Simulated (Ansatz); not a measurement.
Relaxation of C3H9FOSi (15 atoms, charge 0, multiplicity 1), to a largest force component of 0.02 eV/Å in at most 50 steps.

These are results of Ansatz 0.2.0, RKS PBE0/STO-3G, not measurements.

```xyz
15
Properties=species:S:1:pos:R:3:forces:R:3
C -0.946 -1.121 0.986 -1.90 2.33 0.27
Si 0.360 0.017 0.331 -0.46 2.43 -0.66
C 1.579 -0.947 -0.659 2.81 0.10 1.64
F 1.192 0.662 1.599 -0.09 -0.08 0.27
C -0.355 1.419 -0.719 4.09 -0.48 -0.73
O -1.255 2.364 -0.072 0.98 -3.19 -0.52
H -1.675 -0.503 1.587 0.70 -0.79 -0.61
H -1.512 -1.517 0.144 0.00 -0.54 0.09
H -0.583 -1.862 1.637 0.49 -1.67 0.87
H 2.052 -1.746 -0.015 -0.70 0.74 -0.83
H 1.141 -1.409 -1.503 -0.49 -0.70 -1.41
H 2.445 -0.296 -0.973 -1.18 -0.70 0.06
H -0.786 3.207 -0.294 -0.62 0.85 0.52
H -0.911 1.012 -1.544 -0.77 -0.43 -0.87
H -1.977 1.827 0.345 -2.88 2.15 1.91
```

Question: Where does it end, and by what steps?

Answer: The forces met the threshold. Limits of this set-up: minimal basis. After 14 steps the energy has fallen by 2.057 eV; H13 moved furthest, 0.69 Å.

```json
{"step": "0", "energy less start (eV)": "0.0000", "largest force component (eV/Å)": "4.093", "accepted": "yes"}
{"step": "1", "energy less start (eV)": "-1.1308", "largest force component (eV/Å)": "2.531", "accepted": "yes"}
{"step": "2", "energy less start (eV)": "-1.5969", "largest force component (eV/Å)": "1.508", "accepted": "yes"}
{"step": "3", "energy less start (eV)": "-1.7472", "largest force component (eV/Å)": "2.637", "accepted": "yes"}
{"step": "4", "energy less start (eV)": "-1.9106", "largest force component (eV/Å)": "1.341", "accepted": "yes"}
{"step": "5", "energy less start (eV)": "-2.0163", "largest force component (eV/Å)": "0.750", "accepted": "yes"}
{"step": "6", "energy less start (eV)": "-2.0410", "largest force component (eV/Å)": "0.365", "accepted": "yes"}
{"step": "7", "energy less start (eV)": "-2.0468", "largest force component (eV/Å)": "0.197", "accepted": "yes"}
{"step": "8", "energy less start (eV)": "-2.0532", "largest force component (eV/Å)": "0.118", "accepted": "yes"}
{"step": "9", "energy less start (eV)": "-1.9577", "largest force component (eV/Å)": "1.518", "accepted": "no"}
{"step": "10", "energy less start (eV)": "-2.0556", "largest force component (eV/Å)": "0.031", "accepted": "yes"}
{"step": "11", "energy less start (eV)": "-2.0563", "largest force component (eV/Å)": "0.057", "accepted": "yes"}
{"step": "12", "energy less start (eV)": "-2.0568", "largest force component (eV/Å)": "0.040", "accepted": "yes"}
{"step": "13", "energy less start (eV)": "-2.0571", "largest force component (eV/Å)": "0.042", "accepted": "yes"}
{"step": "14", "energy less start (eV)": "-2.0572", "largest force component (eV/Å)": "0.013", "accepted": "yes"}
```

```xyz
15
Properties=species:S:1:pos:R:3
C -0.946 -0.935 1.016
Si 0.500 0.098 0.361
C 1.585 -1.026 -0.682
F 1.356 0.550 1.693
C 0.022 1.620 -0.662
O -1.279 2.160 0.153
H -1.615 -0.352 1.657
H -1.545 -1.344 0.196
H -0.591 -1.781 1.611
H 1.973 -1.868 -0.100
H 1.025 -1.440 -1.526
H 2.443 -0.483 -1.091
H -1.463 3.067 -0.255
H -0.522 1.177 -1.545
H -2.174 1.666 0.023
```

The run took 52 s on 1 thread of Intel(R) Xeon(R) Platinum 8488C (Sapphire Rapids), with other jobs on the host, peak memory 0.17 GiB.
